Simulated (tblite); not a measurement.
Compound: C8H7O (doublet state).
Numbering: `[CH2:1]=[C:2]1[CH:3]=[CH:4][C:5]=[C:6]1[C:7]([CH3:8])=[O:9]` (hydrogens: H10, H11 on C1; H12 on C3; H13 on C4; H14, H15, H16 on C8)

Cartesian coordinates in Å at the GFN2-xTB level; atoms count from 1:
```xyz
16
C8H7O angstrom
C      0.9284    2.0836    0.3775
C      1.0197    0.7774    0.1320
C      2.2327   -0.0216   -0.0315
C      1.8837   -1.3073   -0.2668
C      0.4534   -1.3632   -0.2605
C     -0.1207   -0.1681   -0.0312
C     -1.5340    0.1674    0.0476
C     -2.4534   -1.0155   -0.1613
O     -1.9559    1.2863    0.2604
H      1.8119    2.6942    0.4812
H     -0.0311    2.5627    0.4784
H      3.2274    0.3809    0.0324
H      2.5349   -2.1452   -0.4309
H     -2.2655   -1.4529   -1.1393
H     -3.4903   -0.6978   -0.0926
H     -2.2489   -1.7719    0.5932
```

Calculated harmonic vibrations of the isolated species, GFN2-xTB (tblite), most abundant isotopes, no scaling. This tight-binding method is rough: wavenumbers can miss measured ones by several per cent, in bad cases by 10 to 20. One conformer, not necessarily the lowest. Open shells enter through the occupations alone, without spin polarisation, and single modes of such species can be off by tens of per cent.

Harmonic wavenumbers (cm⁻¹): 29.4, 79.5, 133.1, 173.7, 194.2, 293.6, 391.5, 401.0, 482.6, 532.5, 606.7, 623.7, 666.0, 715.7, 779.7, 789.1, 852.9, 919.5, 928.5, 958.5, 987.8, 1033.1, 1073.5, 1106.1, 1199.0, 1251.6, 1283.1, 1363.8, 1366.3, 1451.3, 1455.2, 1488.9, 1571.1, 1668.5, 1712.5, 3028.7, 3034.1, 3056.5, 3080.6, 3126.7, 3131.1, 3149.2.

A = 2935, B = 1512, C = 1004 MHz; mass 119.050 u (most abundant isotopes); point group Cs, symmetry number 1; spin multiplicity 2.

**Question.** What is the zero-point energy?

**Answer.** ½Σν̃ = 26085 cm⁻¹ = 74.58 kcal/mol.

**Question.** Give the ideal-gas entropy at 500 K and 1 bar in the rigid-rotor, harmonic-oscillator model (classical rotation).

**Answer.** Translation 42.83, rotation 30.21, vibration 42.47, spin (R ln 2) 1.38: S = 116.9 cal/(mol K).

**Question.** And Cp and H(500 K) − H(0)?

**Answer.** Cp = 50.12 cal/(mol K), of which vibrations give 42.17 (their classical limit is 42 R = 83.5); H(500 K) − H(0) = 14.80 kcal/mol without the zero-point energy, 10.82 from vibrations.

**Question.** What must be added to the electronic energy to get the Gibbs energy at 500 K and 1 bar?

**Answer.** ZPE + [H(500 K) − H(0)] − T·S = 74.58 + 14.80 − 58.44 = 30.94 kcal/mol.

**Question.** Blend soft modes into free rotors: weight 1/[1 + (100 cm⁻¹/ν̃)⁴] for the oscillator and the rest for a rotor with moment μB/(μ + B), μ = h/(8π²ν), B = 10⁻⁴⁴ kg m². What vibrational entropy results?

**Answer.** 38.94 cal/(mol K) in place of 42.47, which changes −T·S at 500 K by +1.76 kcal/mol.

**Question.** Which modes carry the vibrational entropy at 500 K?

**Answer.** 29.4 cm⁻¹: 6.90; 79.5 cm⁻¹: 4.92; 133.1 cm⁻¹: 3.91; 173.7 cm⁻¹: 3.39; 194.2 cm⁻¹: 3.17; 293.6 cm⁻¹: 2.38 cal/(mol K); the other 36 give 17.81 together.

Hindered rotation and anharmonicity are outside this model. Other conformers, if any are populated, would add a mixing term that is left out.

The run took 0.42 s of wall time on an Arm Neoverse V2 with one thread (shared host). The figure is for the frequency step alone.
